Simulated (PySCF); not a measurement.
**Dipole response of Os²⁺ (osmium, charge +2)**

[Xe] 4f14 5d5 6s1, high-spin 7S determinant (an excited configuration). Calculation: PySCF 2.14, in ANO-RCC-VTZP (8s7p5d3f2g1h, 104 functions); the spin-free X2C one-electron Hamiltonian (Gaussian nucleus). Coupled (time-dependent) response in atomic units; α is the mean over directions. The basis has no added diffuse functions, which lowers α and C₆.

```csv
method,mean α (bohr³),C₆ (like pair),S(−4)
B97-3,18.49,121.5,150.2
```

S(−4) is the Cauchy moment in α(ω) = α(0) + S(−4) ω² + …

α(iu) at B97-3:

| u (hartree) | α(iu) (bohr³) |
| --- | --- |
| 0 | 18.49 |
| 0.0500 | 18.12 |
| 0.100 | 17.14 |
| 0.200 | 14.31 |
| 0.300 | 11.61 |
| 0.500 | 8.029 |
| 0.750 | 5.738 |
| 1.00 | 4.476 |
| 1.50 | 3.061 |
| 2.00 | 2.248 |
| 3.00 | 1.360 |
| 5.00 | 0.6616 |

A single London oscillator, α(iu) = α/(1 + u²/ω²), gives C₆ = (3/4) ω α². Matching the computed C₆ needs ω = 4 × 121.5 / (3 × 18.49²) = 0.474 hartree.

For an ion, C₆ is the dispersion term alone; charge-induced terms of lower order in 1/R come first.

Spin-orbit coupling, which splits the p, d and f shells strongly at this Z, is absent.
